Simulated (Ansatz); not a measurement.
Geometry optimisation, RKS PBE0-D4/def2-SVP in Ansatz.

Input file:

```yaml
crystal:
  periodic: [false, false, false]
  atoms:
    - { symbol: C, position_ang: [-1.145, 1.0722, 0.5625] }
    - { symbol: Al, position_ang: [0.2492, -0.1111, -0.0575] }
    - { symbol: "N", position_ang: [1.3844, -0.9188, 1.2078] }
    - { symbol: C, position_ang: [0.5525, -0.4768, -1.9758] }
    - { symbol: O, position_ang: [-0.2642, 0.0226, -2.8054] }
    - { symbol: H, position_ang: [-1.1642, 1.2199, 1.6549] }
    - { symbol: H, position_ang: [-1.0172, 2.12, 0.0999] }
    - { symbol: H, position_ang: [-2.1382, 0.7279, 0.2301] }
    - { symbol: H, position_ang: [2.03727, -1.55699, 0.74814] }
    - { symbol: H, position_ang: [2.00407, -0.17138, 1.65234] }
    - { symbol: H, position_ang: [1.2547, -1.1563, -2.2821] }
basis:
  gaussian: { orbitals: def2-SVP }
hamiltonian:
  xc: pbe0
  dispersion: d4
relax:
  f_tol: 0.015
  max_steps: 40
output:
  orbitals: {}
```

Launched with:

```bash
$ ansatz run input.yaml --threads 2 --pin off --max-ram 3072MiB --backend cpu --events-out ev --progress --plain --runs-dir out
```

Problem. Where does it end, and by what steps?

Solution. The forces met the threshold. After 10 steps the energy has fallen by 0.812 eV; H10 moved furthest, 0.66 Å.

| step | energy less start (eV) | largest force component (eV/Å) | accepted |
| --- | --- | --- | --- |
| 0 | 0.0000 | 5.139 | yes |
| 1 | -0.3429 | 2.436 | yes |
| 2 | -0.5749 | 1.032 | yes |
| 3 | -0.7605 | 0.267 | yes |
| 4 | -0.8035 | 0.214 | yes |
| 5 | -0.8105 | 0.079 | yes |
| 6 | -0.8116 | 0.111 | yes |
| 7 | -0.8117 | 0.064 | yes |
| 8 | -0.8121 | 0.114 | yes |
| 9 | -0.8119 | 0.111 | no |
| 10 | -0.8125 | 0.007 | yes |

```xyz
11
Properties=species:S:1:pos:R:3
C -1.110 1.130 0.555
Al 0.315 -0.044 -0.062
N 1.548 -0.713 1.024
C 0.445 -0.547 -2.017
O -0.363 -0.073 -2.790
H -1.156 1.211 1.652
H -0.978 2.147 0.149
H -2.091 0.777 0.197
H 2.310 -1.321 0.742
H 1.604 -0.547 2.023
H 1.230 -1.247 -2.438
```

Whether the end is a true minimum wasn't checked by a vibrational analysis.

Time of the run: 34 s on 2 threads of Arm Neoverse V2 (shared host), peak memory 0.22 GiB.
